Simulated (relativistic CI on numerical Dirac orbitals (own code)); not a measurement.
**Ti IV: computed level list**

These numbers are calculated, not measured: Dirac-Coulomb-Breit CI, orbitals from a KLI potential per configuration, model QED (radiative potential, 1s self-energy scaled to tabulated hydrogen-like ionisation energies), valence Slater integrals scaled by 0.85, P86 correlation estimate, and configurations built on the next ion tied to the tabulated ionisation energy (semi-empirical) (own radial code, finite nucleus).

Configuration list (outside the closed core [Ne]): 3s2.3p6.3d, 3s2.3p6.4s, 3s2.3p6.4p, 3s2.3p6.4d, 3s2.3p6.5s, 3s2.3p6.4f, 3s2.3p5.3d2, 3s2.3p6.5p, 3s2.3p6.5d, 3s2.3p6.5f, 3s2.3p4.3d3, 3s2.3p6.5g, 3s.3p6.3d2, 3s2.3p5.3d.4s. Levels of other configurations are missing.

The lowest level is 3s2.3p6.3d 2D_3/2, with 98 % of that term; Hund's rules for 3s2.3p6.3d give 2D with J = 3/2, in agreement.

```
No.  Configuration  Term     J   E (eV)    %  Lifetime (s)            jj configuration (%)
  1     3s2.3p6.3d    2D   3/2   0.0000   98                                    3d3/2 (98)
  2     3s2.3p6.3d    2D   5/2   0.0440   98      2.08e+03                      3d5/2 (98)
  3     3s2.3p6.4s    2S   1/2  10.5071  100      3.63e-04                        4s (100)
  4     3s2.3p6.4p   2P°   1/2  16.1593  100      4.23e-10                     4p1/2 (100)
  5     3s2.3p6.4p   2P°   3/2  16.2554  100      4.18e-10                     4p3/2 (100)
  6     3s2.3p6.4d    2D   3/2  24.6857  100      4.38e-10                     4d3/2 (100)
  7     3s2.3p6.4d    2D   5/2  24.6955  100      4.45e-10                     4d5/2 (100)
  8     3s2.3p6.5s    2S   1/2  26.5116  100      4.94e-10                        5s (100)
  9     3s2.3p6.5p   2P°   1/2  28.7555  100      6.70e-10                     5p1/2 (100)
 10     3s2.3p6.5p   2P°   3/2  28.7919  100      6.68e-10                     5p3/2 (100)
 11     3s2.3p6.4f   2F°   5/2  29.4647   99      2.00e-10                      4f5/2 (99)
 12     3s2.3p6.4f   2F°   7/2  29.4652   99      1.99e-10                      4f7/2 (99)
 13     3s2.3p6.5d    2D   3/2  32.3213  100      1.24e-09                     5d3/2 (100)
 14     3s2.3p6.5d    2D   5/2  32.3254  100      1.26e-09                     5d5/2 (100)
 15   3s2.3p5.3d2‡   4D°   1/2  34.3481  100      9.24e-07            3p3/2^3 3d3/2^2 (51)
 16   3s2.3p5.3d2‡   4D°   3/2  34.3801  100      5.97e-07        3p3/2^3 3d3/2 3d5/2 (40)
 17     3s2.3p6.5f   2F°   5/2  34.3808   99      4.56e-10                      5f5/2 (99)
 18     3s2.3p6.5f   2F°   7/2  34.3819   99      4.49e-10                      5f7/2 (99)
 19   3s2.3p5.3d2‡   4D°   5/2  34.4342   99      6.06e-07        3p3/2^3 3d3/2 3d5/2 (57)
 20   3s2.3p5.3d2‡   4D°   7/2  34.5134   99      7.67e-07            3p3/2^3 3d5/2^2 (36)
 21     3s2.3p6.5g    2G   7/2  34.5586  100      8.94e-10                     5g7/2 (100)
 22     3s2.3p6.5g    2G   9/2  34.5587  100      8.94e-10                     5g9/2 (100)
 23   3s2.3p5.3d2‡   4G°  11/2  35.9402  100                          3p3/2^3 3d5/2^2 (79)
 24   3s2.3p5.3d2‡   4G°   9/2  36.0668   97      4.21e+00        3p3/2^3 3d3/2 3d5/2 (80)
 25   3s2.3p5.3d2‡   4P°   5/2  36.1290  100      1.13e-06        3p3/2^3 3d3/2 3d5/2 (54)
 26   3s2.3p5.3d2‡   4G°   7/2  36.1949   95      6.34e-06  3p1/2 3p3/2^4 3d3/2 3d5/2 (37)
 27   3s2.3p5.3d2‡   4P°   3/2  36.2888   99      3.45e-07        3p3/2^3 3d3/2 3d5/2 (30)
 28   3s2.3p5.3d2‡   4G°   5/2  36.3149   95      1.09e-06      3p1/2 3p3/2^4 3d3/2^2 (38)
 29   3s2.3p5.3d2‡   4P°   1/2  36.3945   99      9.46e-07  3p1/2 3p3/2^4 3d3/2 3d5/2 (45)
 30   3s2.3p5.3d2‡   4F°   3/2  37.1040   79      1.41e-08            3p3/2^3 3d3/2^2 (52)
 31   3s2.3p5.3d2‡   4F°   9/2  37.1098   96      5.66e-02            3p3/2^3 3d5/2^2 (61)
 32   3s2.3p5.3d2‡   4F°   5/2  37.1241   66      1.43e-08            3p3/2^3 3d3/2^2 (41)
 33   3s2.3p5.3d2‡   4F°   7/2  37.1670   94      2.38e-07        3p3/2^3 3d3/2 3d5/2 (55)
 34   3s2.3p5.3d2‡   2D°   5/2  37.3426   68      2.93e-08            3p3/2^3 3d5/2^2 (37)
 35   3s2.3p5.3d2‡   2F°   5/2  37.4566   96      1.02e-09        3p3/2^3 3d3/2 3d5/2 (50)
 36   3s2.3p5.3d2‡   2D°   3/2  37.4612   71      1.41e-08        3p3/2^3 3d3/2 3d5/2 (28)
 37   3s2.3p5.3d2‡   2F°   7/2  37.6348   96      1.17e-09        3p3/2^3 3d3/2 3d5/2 (49)
 38   3s2.3p5.3d2‡   2P°   1/2  38.0410  100      2.87e-09            3p3/2^3 3d5/2^2 (59)
 39   3s2.3p5.3d2‡   2P°   3/2  38.2727   90      3.15e-09      3p1/2 3p3/2^4 3d5/2^2 (44)
 40   3s2.3p5.3d2‡   2H°  11/2  38.4814  100      5.26e-02        3p3/2^3 3d3/2 3d5/2 (79)
 41   3s2.3p5.3d2‡   2F°   7/2  38.8100   79      6.17e-10            3p3/2^3 3d3/2^2 (51)
 42   3s2.3p5.3d2‡   2H°   9/2  38.8954   83      4.00e-02      3p1/2 3p3/2^4 3d5/2^2 (30)
 43   3s2.3p5.3d2‡   2G°   7/2  38.9029   78      3.42e-09        3p3/2^3 3d3/2 3d5/2 (44)
 44   3s2.3p5.3d2‡   2G°   9/2  39.0967   82      5.27e-02  3p1/2 3p3/2^4 3d3/2 3d5/2 (52)
 45   3s2.3p5.3d2‡   2F°   5/2  39.3443   98      4.89e-10      3p1/2 3p3/2^4 3d5/2^2 (35)
 46   3s2.3p5.3d2‡   4D°   7/2  39.5661   99      1.97e-07            3p3/2^3 3d5/2^2 (44)
 47   3s2.3p5.3d2‡   4D°   5/2  39.6670   98      4.79e-08        3p3/2^3 3d3/2 3d5/2 (63)
 48   3s2.3p5.3d2‡   4D°   3/2  39.7697   98      3.04e-08  3p1/2 3p3/2^4 3d3/2 3d5/2 (39)
 49   3s2.3p5.3d2‡   4D°   1/2  39.8492  100      2.67e-08      3p1/2 3p3/2^4 3d3/2^2 (26)
 50   3s2.3p5.3d2‡   2D°   3/2  41.1212   98      2.26e-08        3p3/2^3 3d3/2 3d5/2 (40)
 51   3s2.3p5.3d2‡   2D°   5/2  41.2870   98      6.76e-08      3p1/2 3p3/2^4 3d5/2^2 (33)
 52   3s2.3p5.3d2‡   4S°   3/2  41.5319  100      1.92e-08        3p3/2^3 3d3/2 3d5/2 (40)
 53   3s2.3p5.3d2‡   2S°   1/2  41.5342  100      7.59e-08        3p3/2^3 3d3/2 3d5/2 (37)
 54   3s2.3p5.3d2‡   2G°   9/2  41.6968   99      8.38e-03        3p3/2^3 3d3/2 3d5/2 (58)
 55   3s2.3p5.3d2‡   2G°   7/2  41.7461  100      9.77e-09        3p3/2^3 3d3/2 3d5/2 (40)
```

Energies count from the lowest computed level; ° marks odd parity; lifetimes are radiative, by E1, M1, E2, M2, E3 decay to levels of this space only; some are left blank where a channel outside the calculation adds to the decay or the decay crosses a small, uncertain gap. Filled j subshells are mostly left out of the jj labels. ‡ marks configurations that were not tied to measured data.

The mean weight of the leading LS term, summed over parents, in these 55 levels is 95 %, and that of the leading jj configuration (from the same eigenvectors) 64 %, so LS coupling describes them better.

Configurations that consist of the next ion and one excited electron were tied to the tabulated ionisation energy; Rydberg ones are usually within 1,000 to 3,000 cm⁻¹ and the lowest ones within about 6,000 (9,000 in d shells), while levels on excited terms of the next ion carry the error of that term, and the other configurations can be misplaced by 10,000 cm⁻¹ or more. Rates follow the energies as ν³ (E1, M1) or ν⁵ (E2), so rates, branching and lifetimes can be off by large factors. The fine structure of a lone outer electron comes out too small, for d and f at times inverted, and misplaced configurations move strength between like terms. 18 of the 29 excited levels that our extract of the measured tables holds in this range could be paired (the sources list more); they are missed by 3063 cm⁻¹ on average and 27268 at most, and levels without a partner can miss by more.
